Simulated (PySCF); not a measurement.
[Ho(H2O)2]3+ at several levels of theory

Computed with PySCF 2.14.0 (density fitting, no spin-orbit coupling) at the geometry relaxed with PBE0:

```xyz
7
[Ho(H2O)2]3+ (singlet in the valence; each metal's 4f electrons, 10 of them, lie in its core potential, out of spins and levels)
Ho   -0.8712   -0.7204   -0.0238
O     0.1168    0.0493    1.7762
H     0.8884    0.6723    1.8452
H    -0.0999   -0.1396    2.7291
O     0.1779    0.1031   -1.7709
H     0.9520   -0.2755   -2.2684
H    -0.0315    0.9272   -2.2874
```

| level | basis | state | HOMO (eV) | gap (eV) | charge on Ho1 (e) | population of f-type functions on Ho1 (polarisation alone where 4f lies in the core) | dipole about the centre of mass (D) | largest force component (eV/Å) |
| --- | --- | --- | --- | --- | --- | --- | --- | --- |
| PBE0 | Ho lcecp-1-SVP with ECP56, O def2-SVP, H def2-SVP | singlet | -26.81 | 8.06 | 2.21 | 0.03 | 3.38 | 0.01 |
| BLYP | the same | singlet | -24.94 | 5.17 | 2.09 | 0.03 | 3.71 | 0.56 |
| r2SCAN | the same | singlet | -25.40 | 6.27 | 2.20 | 0.03 | 3.44 | 0.12 |
| M06-L | the same | singlet | -25.34 | 6.24 | 2.26 | 0.03 | 3.29 | 0.23 |
| CAM-B3LYP | the same | singlet | -28.29 | 10.45 | 2.20 | 0.03 | 3.33 | 0.12 |

In the lcecp rows the 4f levels are missing from HOMO and gap, and the state counts the valence alone.

Charges are Mulliken's, which hang on the basis. The relaxation used the grid (50, 194), these runs (75, 302) or, all-electron (x2c bases, spin-free X2C Hamiltonian), (99, 590).

Question: What does PBE0 with Ho lcecp-1-TZVP with ECP56, O def2-TZVP, H def2-TZVP give here?

Answer: state singlet, HOMO (eV) -26.78, gap (eV) 8.11, charge on Ho1 (e) 2.38, population of f-type functions on Ho1 (polarisation alone where 4f lies in the core) 0.04, dipole about the centre of mass (D) 3.42, largest force component (eV/Å) 0.28. Time: 8.1 s on 2 threads of Arm Neoverse V2, with other jobs on the host, from free ions and atoms.

In the first row's basis the gap widens with exact exchange: 5.2 to 6.3 eV for BLYP, M06-L, r2SCAN (none); 8.1 eV for PBE0 (a fixed share); 10.4 eV for CAM-B3LYP (rising or full at long range).

A frequency check found unstable modes (1, the lowest at -14 cm⁻¹), so the relaxed geometry is a saddle point, or these are noise. An lcecp potential fixes the number of 4f electrons, so in runs with it no electron can move into or out of that shell.
